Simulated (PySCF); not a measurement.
Sc⁺: ionisation energy

Sc⁺ [Ar] 3d1 4s1 [3d3/2^1 4s1/2^1, M_J = 1] → Sc²⁺ [Ar] 3d1 [3d3/2^1, M_J = 3/2], as a difference of total energies. Computed with PySCF 2.14 in x2c-TZVPPall-2c, with the two-component X2C-1e Hamiltonian. Correlated levels: [Ne] frozen. "Screened" scales the spin-orbit matrix elements by Boettger's factors to mimic the two-electron term; Breit and QED terms are absent.

```json
{"method": "GHF (spin-free)", "ionisation energy (eV)": "12.213", "error (eV)": "-0.587"}
{"method": "GMP2 (spin-free)", "ionisation energy (eV)": "12.783", "error (eV)": "-0.017"}
{"method": "GHF (screened spin-orbit)", "ionisation energy (eV)": "12.210", "error (eV)": "-0.590"}
{"method": "GMP2 (screened spin-orbit)", "ionisation energy (eV)": "12.777", "error (eV)": "-0.023"}
```

Reference: 12.800 eV (measured; NIST Atomic Spectra Database, ionization energies).

Errors of the correlated levels include the incompleteness of this basis and the frozen core.

The labels give the starting determinants; with spin-orbit coupling the two ends relaxed to ⟨J²⟩ = 3.86, ⟨L²⟩ = 6.01, ⟨S²⟩ = 2.00 and ⟨J²⟩ = 4.01, ⟨L²⟩ = 6.01, ⟨S²⟩ = 0.75.

The determinant of Sc⁺ mixes levels of different J (the jj label is only the starting occupation), so the difference between spin-free and spin-orbit rows is not the physical spin-orbit shift.
